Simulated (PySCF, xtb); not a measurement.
Ti(NH2)3(Me) (CH₉N₃Ti), SMILES [CH3][Ti]([NH2])([NH2])[NH2], multiplicity 1. Other conformers were not sampled.

Harmonic wavenumbers (cm⁻¹) from xtb with GFN2-xTB at its own minimum, in rising order: 59, 97, 99, 103, 117, 121, 139, 153, 154, 190, 191, 268, 358, 408, 408, 466, 527, 534, 534, 618, 618, 1213, 1486, 1487, 1488, 1489, 1492, 2898, 2899, 2906, 3289, 3290, 3291, 3312, 3325, 3326.

### Question
What does PBE0-D3(BJ)/def2-SVP in PySCF 2.14.0 give at its own minimum? (Estimate from the structure and the level; the computed values follow.)

### Answer
133, 151, 151, 151, 167, 167, 243, 243, 317, 402, 402, 414, 438, 479, 479, 524, 524, 552, 697, 756, 756, 1137, 1400, 1400, 1483, 1483, 1487, 3025, 3135, 3135, 3567, 3567, 3569, 3677, 3677, 3677. Paired by order, the mean absolute difference is 132 cm⁻¹ and the zero-point energies are 62.0 and 68.0 kcal/mol.
